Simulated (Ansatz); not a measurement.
`O=CB([SiH3])[AsH2]` + H₂O → `O=CB(O)[SiH3]` + `[AsH3]`  (formal hydrolysis of a B–As bond)

Calculated with Ansatz (gas phase, PBE0-D4/def2-TZVP geometries, no zero-point term in ΔE). CCSD(T)/CBS is the MP2 limit (def2-TZVPP, def2-QZVPP) plus CCSD(T) − MP2 in def2-TZVPP, frozen cores. This one scheme is used for every species. Functionals use def2-TZVPP. For As outer-core shells are correlated without core-valence functions, which leaves a few kJ/mol of doubt a bond. Scalar relativity is left out up to krypton. Each species was taken in one conformer, which may not be the lowest.

CCSD(T)/CBS gives -25.1 kcal/mol.

Task: Another level gave -25.0 kcal/mol. Which?
A. PBE-D4/def2-TZVPP
B. MP2/def2-TZVPP
C. BLYP/def2-TZVPP
D. CCSD(T)/def2-TZVPP

Result: B. MP2/def2-TZVPP -25.0, BLYP -28.5, CCSD(T)/def2-TZVPP -26.7, PBE-D4 -23.9 kcal/mol.

Largest T1 diagnostic among the species: 0.017.

From BLYP to BHLYP (50 % exact exchange), in def2-TZVPP and without D4, ΔE moves by −1.1 kcal/mol. At CCSD(T), def2-SVP lies −10.6 kcal/mol from the extrapolated value and def2-TZVPP −1.6 kcal/mol.

CCSD(T)/CBS has its own doubt, a few kJ/mol and more with outer-core shells, so smaller differences from it don't rank the levels.
